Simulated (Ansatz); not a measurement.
Gas-phase electronic energies from Ansatz, PBE0-D4/def2-TZVP geometries. CBS: MP2 limit from def2 TZ/QZ plus the TZ coupled-cluster correction, frozen cores. This one scheme is used for every species. Functionals use def2-TZVPP. B3LYP here is the variant with VWN-RPA as its local correlation; programs differ in this. One conformer a species, not always the lowest.

`O[SiH](O)O[Si](O)(F)F` + CH₃SH → `CS[SiH](O)O` + `O[Si](O)(F)F`  (ligand exchange at the Si–O bond)

Task: Is it downhill or uphill in electronic energy at CCSD(T)/CBS, and by how much? (An estimate is asked.)

Result: The calculation gave: Uphill: ΔE = +77.2 kJ/mol.

Task: What do these levels give: PBE-D4, PBE0-D4, B3LYP-D4, ωB97X-V, B2PLYP, PBE, r2SCAN, B3LYP, SCS-MP2/def2-TZVPP, CCSD/def2-TZVPP, HF/CBS(def2), CCSD/CBS(def2)? (Estimate.)

Result: The calculation gave: PBE-D4 60.9, PBE0-D4 67.7, B3LYP-D4 80.4, ωB97X-V 77.0, B2PLYP 79.5, PBE 59.8, r2SCAN 72.4, B3LYP 79.0, SCS-MP2/def2-TZVPP 81.0, CCSD/def2-TZVPP 84.5, HF/CBS(def2) 99.4, CCSD/CBS(def2) 80.9 kJ/mol.

Largest T1 diagnostic among the species: 0.012.

In def2-TZVPP, CCSD(T) changes the Hartree–Fock value by −15.9 kJ/mol (the triples alone add −3.7 kJ/mol) and MP2 by −21.1 kJ/mol. From PBE to PBE0 (25 % exact exchange), in def2-TZVPP and without D4, ΔE moves by +6.8 kJ/mol.
